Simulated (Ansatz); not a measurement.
Molecule: C2H6BS, charge 0, multiplicity 2. It need not be the lowest isomer of its formula. 
Geometry from a B3LYP-D3(BJ)/def2-TZVP (Ansatz, an electronic-structure program) optimisation:
```
B
C 1 1.5507
H 2 1.0943 1 110.11
H 2 1.0943 3 105.92 1 -118.99
H 2 1.0955 3 108.07 4 -115.60
S 1 1.7442 2 130.01 3 121.93
C 6 1.8343 1 105.15 2 180.00
H 7 1.0865 6 109.89 1 -60.27
H 7 1.0865 8 110.24 6 -121.27
H 7 1.0887 8 109.88 9 -121.24
```
Charge 0, spin multiplicity 2.

Parts of the frozen-core correlation energy in 6-31G* (Ansatz, hartree). Frozen orbitals: 8; correlated occupied orbitals by spin: 12 and 11; virtual: 56 and 57. Open shells are spin-unrestricted. No spin-orbit coupling. Non-relativistic.

```tsv
term	value
reference (HF)	-501.39679
MP2 opposite-spin	[?]
MP2 same-spin	[?]
CCSD correlation	[?]
(T)	-0.01570
T1 diagnostic	0.015
largest doubles amplitude	0.047
<S^2> of the reference	0.758
```

What belongs in the gaps?


- MP2 opposite-spin, value: -0.33732
- MP2 same-spin, value: -0.10532
- CCSD correlation, value: -0.49380
